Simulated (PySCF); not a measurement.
Compound: C₇H₁₁NSi₂.
Atom-mapped SMILES: `[SiH3:1][N:2]([SiH3:3])[c:4]1[cH:5][cH:6][cH:7][c:8]2[c:9]1[CH2:10]2`

Cartesian coordinates in Å at the GFN2-xTB level; atoms count from 1:
```
atom  x, y, z in Å
Si1   -2.682   -0.968    0.161
N2    -1.384    0.148   -0.182
Si3   -1.586    1.745   -0.875
C4    -0.069   -0.196    0.088
C5     0.328   -1.409    0.705
C6     1.645   -1.736    0.969
C7     2.728   -0.895    0.650
C8     2.319    0.259    0.062
C9     1.012    0.588   -0.200
C10    2.069    1.571   -0.592
H11   -2.454   -2.214   -0.577
H12   -2.749   -1.211    1.605
H13   -3.903   -0.319   -0.302
H14   -3.021    1.936   -1.046
H15   -0.892    1.790   -2.163
H16   -1.031    2.727    0.059
H17   -0.439   -2.115    0.986
H18    1.850   -2.686    1.442
H19    3.749   -1.170    0.863
H20    2.314    1.691   -1.643
H21    2.186    2.481   -0.013
```

NICS is the negative of the GIAO shielding at a point without a nucleus: at the ring centre (0) and 1 Å above and below it (1); zz is the component along the ring normal. Level: GIAO PBE0/pcSseg-1 (PySCF, non-relativistic, gas phase) on the GFN2-xTB geometry, one conformer.

Rings: 1. C4–C5–C6–C7–C8–C9; 2. C8–C9–C10.

```
set  NICS(0)  NICS(1), two faces  NICS(1)zz, two faces
  P     -9.2       -11.2 / -11.2         -25.5 / -25.5
  Q    -23.2         -6.7 / -6.9         -12.8 / -13.0
```

Q: Which set (ppm) belongs to which ring?

A: P = 1, Q = 2.
- 1 (6-membered carbocycle; formal bonds all aromatic): mean NICS(1)zz -25.5 ppm, shielded. For a flat ring without four-coordinate atoms the NICS criterion counts such a value as aromatic, though in fused rings the probe also feels the neighbouring ring.
- 2 (3-membered carbocycle; formal bonds 1 aromatic, 2 single): mean NICS(1)zz -12.9 ppm, shielded. C10 has four or more neighbours, so the value isn't read as a sign of a π ring current.

Q: How do the rings differ in shape?

A: 
```tsv
ring	bond lengths (Å)	rms pucker (Å)	HOMA	nearest outside atom to a NICS(1) probe (Å)
1	1.417, 1.382, 1.408, 1.358, 1.373, 1.366	0.00	0.87	hydrogen 2.62
2	1.373, 1.495, 1.487	0.00	–	hydrogen 1.48
```

HOMA = 1 − mean of α(R − Ropt)² over the ring bonds, with Krygowski's 1993 parameters (CC: Ropt 1.388 Å, α 257.7 Å⁻²). A dash marks a ring with a four-coordinate atom, a triple bond, no multiple bond or a kind of bond without parameters.
